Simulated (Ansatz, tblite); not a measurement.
Spin states of the cluster CuTe₂ (the lowest doublet isomer of a short search), each relaxed with PBE-D4/def2-TZVP in Ansatz. Electronic energies in the gas phase.

In the def2 sets Te takes a core potential; there is no spin–orbit coupling. The xTB rows come from tblite. HSE06 is defined as in plane-wave codes, on full-range PBE exchange. Correlated methods freeze 17 core orbitals; core or outer-core shells of Te are correlated, in sets that lack core-valence functions. The structure comes from a short search, and lower isomers may exist.

Doublet geometry (C2v within 0.1 Å):

```xyz
3

Cu   -0.5308    0.7625    0.9749
Te   -0.1088    0.5817   -1.4443
Te    0.6396   -1.3442    0.4694
```

Quartet geometry (C2v within 0.1 Å):

```csv
atom,x (Å),y (Å),z (Å)
Cu1,1.4705,-0.5566,0.0248
Te2,-1.1149,-0.6899,0.7899
Te3,-0.3555,1.2465,-0.8147
```

Run but left out: HF/STO-3G (doublet: ⟨S²⟩ 1.76, where a pure state has 0.75); HF/def2-SVP, HF/def2-TZVP, MP2/def2-SVP, MP2/def2-TZVP (quartet: a determinant that CCSD turns far, T1 0.079).

Only these spin states were relaxed.

```
               level  quartet − doublet (kcal/mol)  lowest of these
            GFN2-xTB                          87.6          doublet
   BLYP-D4/def2-TZVP                          28.6          doublet
 r2SCAN-D4/def2-TZVP                          28.7          doublet
    B97M-V/def2-TZVP                          30.5          doublet
r2SCAN0-D4/def2-TZVP                          32.8          doublet
  HSE06-D4/def2-TZVP                          33.7          doublet
   ωB97X-V/def2-TZVP                          39.8          doublet
   RPA@PBE/def2-TZVP                          30.9          doublet
```

```
  state  donor atoms  mean metal–ligand distance (Å)  range (Å)  Mulliken spin on the metal (PBE0)
doublet            2                           2.462  2.46–2.46                              -0.02
quartet            2                           2.700  2.70–2.70                               1.18
```

⟨S²⟩ at PBE0-D4/def2-TZVP: doublet 0.76 (pure 0.75), quartet 3.77 (pure 3.75). The unpaired electrons of the doublet sit mostly on the ligands.

Change of the quartet − doublet gap on mixing in exact exchange, in kcal/mol: r2SCAN to r2SCAN0 (25 % exact exchange) 4.1.

The xTB methods have no term that favours high spin, so they put low spin too low.
